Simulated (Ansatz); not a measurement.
The same path of F$_{2}$H$_{5}$NO$_{2}$Zr (11 atoms, charge 0, multiplicity 1) was run twice with different band settings. Lost on the way: O9–H11. Made: N2–H11.

Level of theory: RKS PBE-D4/def2-SVP (Ansatz).

Relaxed end points:

```xyz
11
Properties=species:S:1:pos:R:3
Zr 0.078 -0.117 0.138
N -0.016 -0.029 2.238
H -0.896 0.179 2.726
H 0.742 0.357 2.819
F 1.755 0.441 -0.628
O -1.158 1.261 -0.398
H -1.840 1.858 -0.731
F -0.872 -1.666 -0.567
O 1.300 -2.010 1.043
H 0.798 -2.782 0.714
H 0.821 -1.727 1.876
```

```xyz
11
Properties=species:S:1:pos:R:3
Zr 0.260 -0.406 -0.063
N 0.390 0.074 2.349
H -0.350 0.702 2.687
H 1.291 0.489 2.623
F 1.920 0.612 0.005
O -1.394 0.635 -0.005
H -2.296 0.762 -0.329
F 0.285 -0.996 -1.909
O 0.211 -2.220 0.737
H 0.098 -3.071 0.282
H 0.294 -0.819 2.852
```

Common settings: climbing image yes; spring 5.0 eV/Å²; optimiser quadratic models (default); start path through a guess of the saddle point; force threshold 0.05 eV/Å; iteration limit 60; end points relaxed.

| run | movable images |
| --- | --- |
| 1 | 5 |
| 2 | 3 |

(1) What does each run give, and how far can it be trusted?

## Answers

(1) Run 1: converged after 27 iterations, highest image 0.073 eV above the first end. A vibrational analysis at the climbing image gives one clearly imaginary mode, 481i cm⁻¹: a first-order saddle point.
Run 2: converged after 23 iterations, highest image 0.073 eV above the first end. Another band between the same ends (5 images) ends at a top of the same energy, where a vibrational analysis finds 1 clearly imaginary mode. So few images can step over the top or miss a turn of the path.
The orbitals stay closed-shell, which can raise the energy where a bond breaks towards radicals; this wasn't checked here.
